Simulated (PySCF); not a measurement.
A structure optimised at PBE-D3(BJ)/def2-SVP, used in a PySCF frequency run:

```xyz
6

Sb    -0.6618    -0.4008     0.7162
Br     1.5556    -0.8263     1.9763
Te    -0.2684     2.2341    -0.1458
H     -0.0234     2.7270     1.4467
Te    -0.1082    -1.2865    -1.8833
H     -1.0831    -2.6374    -1.6286
```

Question: Write its SMILES and formula.

Answer: [Br][Sb]([TeH])[TeH], BrH₂SbTe₂

Question: What are its rotational constants (standard atomic weights)?

Answer: 0.49467, 0.43549, 0.26933 GHz
